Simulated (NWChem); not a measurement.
# Si2NH6OCl; SMILES N[Si@@H](O)[SiH2]Cl

```xyz
11

N     -0.6245     1.8202     1.2797
Si    -0.0797     1.3414    -0.2824
O      1.5678     1.2001    -0.5374
Si    -0.8900    -0.8332    -0.6354
Cl     0.4772    -1.9851     0.4782
H     -0.5138     2.7802     1.5892
H     -0.5644     1.1795     2.0638
H     -0.5321     2.3729    -1.2505
H      1.9591     0.3961    -0.1756
H     -2.2547    -1.1408    -0.1156
H     -0.8017    -1.2996    -2.0508
```
Atoms are numbered in this order, from 1.

Computed with NWChem. The geometry was optimised at PBE0/def2-SVP. Hybrids' shares of exact exchange are those that their runs print; pure functionals count as 0. The functionals differ in more than this share.

```
row              share of exact exchange  highest occupied level (eV)
---------------  -----------------------  ---------------------------
PBE/def2-TZVP                       0.00                        -6.40
TPSSh/def2-TZVP                     0.10                        -7.04
B3LYP/def2-TZVP                     0.20                     withheld
PBE0/def2-TZVP                      0.25                        -7.76
```

### Question
Fit a straight line of the last column on the one before it, predict the withheld value, and compare with the run.

### Answer

1. Means of the 3 shown rows: x = 0.117, y = -7.067. Slope Σ(x − x̄)(y − ȳ)/Σ(x − x̄)² = -0.1707/0.03167 = -5.389; intercept -6.438.
2. The shown rows scatter about the line by 0.045 (root mean square); the largest residual is -0.06, at TPSSh/def2-TZVP.
3. At x = 0.20 (B3LYP/def2-TZVP; inside the shown range) the line gives -7.52.
4. The run gives -7.55, -0.03 from the line, 0.7 times the scatter.
